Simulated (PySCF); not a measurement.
Rows and methods have been separated. Pair them.

Species: C4H5BCl2.
Cartesian coordinates in Å at the PBE0-D3(BJ)/def2-SVP level; atoms count from 1:
```
atom  x, y, z in Å
B1    -1.8566   -0.2922   -0.1437
C2    -0.3707   -0.3349    0.3175
C3     0.8279   -0.6056   -0.6531
C4     1.4273    0.6523   -0.0833
Cl5    2.8803    1.4649   -0.4349
C6     0.4029    0.8849    0.7523
Cl7    0.0308    2.1062    1.8746
H8    -2.6353    0.4799    0.3641
H9    -2.2581   -1.0992   -0.9503
H10   -0.4214   -1.1045    1.1258
H11    1.3914   -1.5312   -0.4575
H12    0.5705   -0.5520   -1.7227
```

The closed-shell ground state was solved 6 times with PySCF (density fitting, gas phase), always in the pcSseg-1 basis (158 functions), with these functionals: B97-2, BHandHLYP, BP86, CAM-B3LYP, LC-wPBE and wB97X-D.

```csv
row,total energy (Eh),HOMO (eV),LUMO (eV),dipole (D)
P,-1100.4217,-7.93,-0.73,2.10
Q,-1100.4762,-8.76,0.14,2.13
R,-1100.1651,-9.54,0.57,2.14
S,-1100.6340,-5.93,-2.85,1.88
T,-1100.5513,-6.72,-1.75,2.01
U,-1100.4642,-8.19,-0.67,2.01
```

**Question.** Which functional belongs to which row?

**Answer.** P = BHandHLYP, Q = wB97X-D, R = LC-wPBE, S = BP86, T = B97-2, U = CAM-B3LYP. By rising HOMO–LUMO gap: BP86 (GGA) 3.08 eV; B97-2 (global hybrid, 21 % exact exchange) 4.97 eV; BHandHLYP (global hybrid, 50 % exact exchange) 7.20 eV; CAM-B3LYP (range-separated hybrid) 7.52 eV; wB97X-D (range-separated hybrid) 8.90 eV; LC-wPBE (range-separated hybrid) 10.11 eV. Total energies of different functionals aren't bounds to one another; each is stationary for its own functional.

One conformer stands for the species.

wB97X-D is run here without its empirical dispersion term; that term would change no orbital, density or response property at a fixed geometry.
